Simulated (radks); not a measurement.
Q: The table gives one normalised radial function P(r) = r R(r) (large component) of S in [Ne] 3s2 3p3 4f1 (r in bohr). All-electron calculation, Dirac Kohn-Sham, PBE, spin-unpolarised, spherical densities, finite nucleus; open shells fill j = l - 1/2 first; Fermi nuclear charge, rms radius 3.2611 fm. Program: a radial shooting solver on a logarithmic mesh with Libxc functionals.

r           P
0.006828   0.0019
0.009254   0.0033
0.01264    0.0059
0.01713    0.0103
0.02341    0.0180
0.03198    0.0311
0.04334    0.0519
0.05921    0.0852
0.08024    0.1327
0.1096     0.1977
0.1498     0.2726
0.203      0.3364
0.2773     0.3570
0.3758     0.2895
0.5134     0.0993
0.7014    -0.1976
0.9506    -0.5114
1.299     -0.7370
1.76      -0.7542
2.404     -0.5665
3.285     -0.3055
4.452     -0.1152
6.082     -0.0254
8.243     -0.0031
11.26     -0.0002
15.38     0.0000
20.85     0.0000
28.48     0.0000
38.6      0.0000
52.74      0.0000

Which n and l does it have? It may be an empty orbital.

A: n = 3, l = 1: the number of nodes gives n - l - 1 = 1, the rise at small r points to l (for j = l - 1/2 the large component starts outside the nucleus as r^gamma with gamma = sqrt(l^2 - (Z/c)^2) = 0.99 and the r^(l+1) term takes over further out; the orbital of l - 1 with the same j starts with the same power, but with a larger coefficient, and does not steepen), and the extent must fit the shell. The curve is that of 3p1/2; the two j differ most near the nucleus, where j = l - 1/2 has the larger amplitude, and in heavy atoms j = l - 1/2 is also the more compact. 3p1/2: eigenvalue -15.136 eV, 1 radial node at r = 0.576 bohr, <r> = 1.89 bohr, 90 % of the charge inside 2.93 bohr.
